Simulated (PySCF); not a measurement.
Cost of one run: shielding job, `C[Si]([SiH3])([SiH3])[SiH2]Cl`.

Method: GIAO PBE0/pcSseg-1 NMR shielding, non-relativistic, gas phase (PySCF 2.14.0, density-fitted response routines). Geometry: GFN2-xTB. Work: shieldings, charges and field gradients, density and orbital grids written, density fitting. The command runs a driver script over a list of jobs; the input below is this job's line of settings and its coordinates in Å.

Command:
```bash
OMP_NUM_THREADS=1 python probes_run.py task.json out
```

Input:
```
{"job": {"kind": "nmr", "xc": "PBE0", "basis": "pcSseg-1"}, "charge": 0, "multiplicity": 1}
C     -0.642595    -1.593450    -1.017589
Si    -0.008473    -0.066509    -0.038430
Si     1.052691     1.353255    -1.578974
Si     1.447337    -0.874704     1.620285
Si    -1.937092     0.921263     0.847411
Cl    -1.295509     2.523352     1.940172
H     -1.156269    -2.299691    -0.371496
H      0.182549    -2.123323    -1.484008
H     -1.333858    -1.310333    -1.806210
H      2.152510     0.692297    -2.289235
H      1.626611     2.520058    -0.906886
H      0.151258     1.864344    -2.617002
H      0.965550    -0.609535     2.977749
H      2.777540    -0.267588     1.515851
H      1.650549    -2.324226     1.528795
H     -2.896863     1.478756    -0.110233
H     -2.742933     0.128063     1.779892
```

Hardware: Arm Neoverse V2, one thread, shared host with 64 logical CPUs at a one-minute load of 16. PySCF's memory limit was set to 1040 MB.

**Question.** How large is the basis?

**Answer.** 192 functions for 90 electrons, with 1118 fitting functions; the fitted three-index integrals, 1118 × 192 × 193/2 numbers of 8 bytes, come to 160 MiB.

**Question.** How long does the run take?

**Answer.** About 37 s. The SCF took 12 cycles.

**Question.** How much memory does it need at the peak?

**Answer.** About 0.93 GiB. Peak memory is the resident size of the whole Python process, interpreter and libraries included.

The SCF part of the output:
```
coarse grid: 16032 points
cycle   1  E = -1662.1094078921  dE = -1.787e-02  |g| = 3.804e-01  |ddm| = 3.619e+00
cycle   2  E = -1662.0977673183  dE =  1.164e-02  |g| = 4.330e-01  |ddm| = 8.423e-01
cycle   3  E = -1662.1479595359  dE = -5.019e-02  |g| = 3.231e-02  |ddm| = 4.809e-01
cycle   4  E = -1662.1482197702  dE = -2.602e-04  |g| = 1.518e-02  |ddm| = 7.252e-02
cycle   5  E = -1662.1482862630  dE = -6.649e-05  |g| = 3.007e-03  |ddm| = 2.781e-02
cycle   6  E = -1662.1482879955  dE = -1.732e-06  |g| = 1.004e-03  |ddm| = 4.961e-03
final grid: 129752 points
cycle   7  E = -1662.1789881814  dE = -2.158e-05  |g| = 5.095e-03  |ddm| = 1.761e-02
cycle   8  E = -1662.1789858785  dE =  2.303e-06  |g| = 5.387e-03  |ddm| = 8.695e-03
cycle   9  E = -1662.1789931122  dE = -7.234e-06  |g| = 6.730e-04  |ddm| = 5.383e-03
cycle  10  E = -1662.1789932195  dE = -1.073e-07  |g| = 1.152e-04  |ddm| = 9.108e-04
cycle  11  E = -1662.1789932233  dE = -3.770e-09  |g| = 2.658e-05  |ddm| = 2.081e-04
cycle  12  E = -1662.1789932234  dE = -1.696e-10  |g| = 7.938e-06  |ddm| = 4.728e-05
converged SCF energy = -1662.1789932234
```

On the final grid dE counts from the start density on that grid.

The host was shared with other jobs, so the times are rough.
